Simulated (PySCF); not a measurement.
Species: perfluorobutane, C₄F₁₀.
Atom-mapped SMILES: `[F:1][C:2]([F:3])([F:4])[C:5]([F:6])([F:7])[C:8]([F:9])([F:10])[C:11]([F:12])([F:13])[F:14]`

The same species was optimised twice, with GFN2-xTB and with PBE0-D3(BJ)/def2-SVP (PySCF), and the same property calculations (PySCF, gas phase) were run on both structures.

```json
{"coordinate": "C8–C11 (Å)", "GFN2-xTB": "1.561", "PBE0-D3(BJ)/def2-SVP": "1.546", "change": "-0.015"}
{"coordinate": "C2–C5 (Å)", "GFN2-xTB": "1.561", "PBE0-D3(BJ)/def2-SVP": "1.547", "change": "-0.014"}
{"coordinate": "C8–F9 (Å)", "GFN2-xTB": "1.344", "PBE0-D3(BJ)/def2-SVP": "1.336", "change": "-0.008"}
{"coordinate": "C5–F6 (Å)", "GFN2-xTB": "1.344", "PBE0-D3(BJ)/def2-SVP": "1.336", "change": "-0.008"}
{"coordinate": "C5–C8 (Å)", "GFN2-xTB": "1.559", "PBE0-D3(BJ)/def2-SVP": "1.552", "change": "-0.007"}
{"coordinate": "C5–F7 (Å)", "GFN2-xTB": "1.343", "PBE0-D3(BJ)/def2-SVP": "1.338", "change": "-0.005"}
{"coordinate": "C8–F10 (Å)", "GFN2-xTB": "1.343", "PBE0-D3(BJ)/def2-SVP": "1.338", "change": "-0.005"}
{"coordinate": "C2–F4 (Å)", "GFN2-xTB": "1.327", "PBE0-D3(BJ)/def2-SVP": "1.323", "change": "-0.004"}
{"coordinate": "C11–F14 (Å)", "GFN2-xTB": "1.328", "PBE0-D3(BJ)/def2-SVP": "1.324", "change": "-0.004"}
{"coordinate": "C2–F3 (Å)", "GFN2-xTB": "1.329", "PBE0-D3(BJ)/def2-SVP": "1.326", "change": "-0.003"}
{"coordinate": "C11–F12 (Å)", "GFN2-xTB": "1.329", "PBE0-D3(BJ)/def2-SVP": "1.326", "change": "-0.003"}
{"coordinate": "F1–C2 (Å)", "GFN2-xTB": "1.323", "PBE0-D3(BJ)/def2-SVP": "1.322", "change": "-0.001"}
{"coordinate": "C11–F13 (Å)", "GFN2-xTB": "1.323", "PBE0-D3(BJ)/def2-SVP": "1.323", "change": "0.000"}
{"coordinate": "C2–C5–C8 (°)", "GFN2-xTB": "115.0", "PBE0-D3(BJ)/def2-SVP": "117.6", "change": "+2.6"}
{"coordinate": "C5–C8–C11 (°)", "GFN2-xTB": "115.0", "PBE0-D3(BJ)/def2-SVP": "117.5", "change": "+2.5"}
{"coordinate": "C5–C8–F10 (°)", "GFN2-xTB": "108.2", "PBE0-D3(BJ)/def2-SVP": "106.1", "change": "-2.1"}
{"coordinate": "F7–C5–C8 (°)", "GFN2-xTB": "108.2", "PBE0-D3(BJ)/def2-SVP": "106.1", "change": "-2.1"}
{"coordinate": "F9–C8–F10 (°)", "GFN2-xTB": "107.3", "PBE0-D3(BJ)/def2-SVP": "109.2", "change": "+1.9"}
{"coordinate": "F6–C5–F7 (°)", "GFN2-xTB": "107.3", "PBE0-D3(BJ)/def2-SVP": "109.2", "change": "+1.9"}
{"coordinate": "C8–C11–F13 (°)", "GFN2-xTB": "110.0", "PBE0-D3(BJ)/def2-SVP": "108.7", "change": "-1.3"}
{"coordinate": "F1–C2–C5 (°)", "GFN2-xTB": "110.1", "PBE0-D3(BJ)/def2-SVP": "108.8", "change": "-1.3"}
{"coordinate": "F1–C2–C5–F6 (°)", "GFN2-xTB": "-71", "PBE0-D3(BJ)/def2-SVP": "-68", "change": "+3"}
{"coordinate": "C2–C5–C8–F9 (°)", "GFN2-xTB": "-65", "PBE0-D3(BJ)/def2-SVP": "-66", "change": "-1"}
{"coordinate": "C5–C8–C11–F12 (°)", "GFN2-xTB": "-74", "PBE0-D3(BJ)/def2-SVP": "-71", "change": "+3"}
```

Rotational constants: A = 1041, B = 631.9, C = 560.4 MHz (GFN2-xTB) against A = 1068, B = 621.3, C = 557.1 MHz (PBE0-D3(BJ)/def2-SVP). Point groups within 0.08 Å: C2 and C2.

On the GFN2-xTB structure: HOMO (eV) -10.81 [PBE0/pcSseg-1]; LUMO (eV) 0.46 [PBE0/pcSseg-1]; dipole (D) 0.09 [PBE0/pcSseg-1]; GIAO shielding of F1 (×6) (mean) (ppm) 264.5 [PBE0/pcSseg-1]; GIAO shielding of C2/C11 (mean) (ppm) 60.2 [PBE0/pcSseg-1]; GIAO shielding of C5/C8 (mean) (ppm) 70.7 [PBE0/pcSseg-1]; GIAO shielding of F6/F7/F9/F10 (mean) (ppm) 316.5 [PBE0/pcSseg-1].

Task: What do these properties become on the PBE0-D3(BJ)/def2-SVP structure?

Result: 
| property | level | on GFN2-xTB | on PBE0-D3(BJ)/def2-SVP | change |
| --- | --- | --- | --- | --- |
| HOMO (eV) | PBE0/pcSseg-1 | -10.81 | -10.76 | +0.05 |
| LUMO (eV) | PBE0/pcSseg-1 | 0.46 | 0.77 | +0.31 |
| dipole (D) | PBE0/pcSseg-1 | 0.09 | 0.23 | +0.14 |
| energy, GFN2-xTB geometry as zero (kcal/mol) | PBE0/pcSseg-1 | 0.0 | -1.2 | -1.2 |
| GIAO shielding of F1 (×6) (mean) (ppm) | PBE0/pcSseg-1 | 264.5 | 269.9 | +5.4 |
| GIAO shielding of C2/C11 (mean) (ppm) | PBE0/pcSseg-1 | 60.2 | 61.3 | +1.1 |
| GIAO shielding of C5/C8 (mean) (ppm) | PBE0/pcSseg-1 | 70.7 | 72.8 | +2.1 |
| GIAO shielding of F6/F7/F9/F10 (mean) (ppm) | PBE0/pcSseg-1 | 316.5 | 322.0 | +5.5 |

The heavy atoms differ by 0.068 Å rms after alignment. Among bonds between heavy atoms C2–C5 and C8–C11 change most and about equally (-0.015 to -0.014 Å). Changes are differences of the printed values. Neither structure is proved a minimum here.

Shape of the structure used: `[F:1][C:2]([F:3])([F:4])[C:5]([F:6])([F:7])[C:8]([F:9])([F:10])[C:11]([F:12])([F:13])[F:14]`: F1–C2–C5–F6 -68°, C2–C5–C8–F9 -66°, C5–C8–C11–F12 -71°.
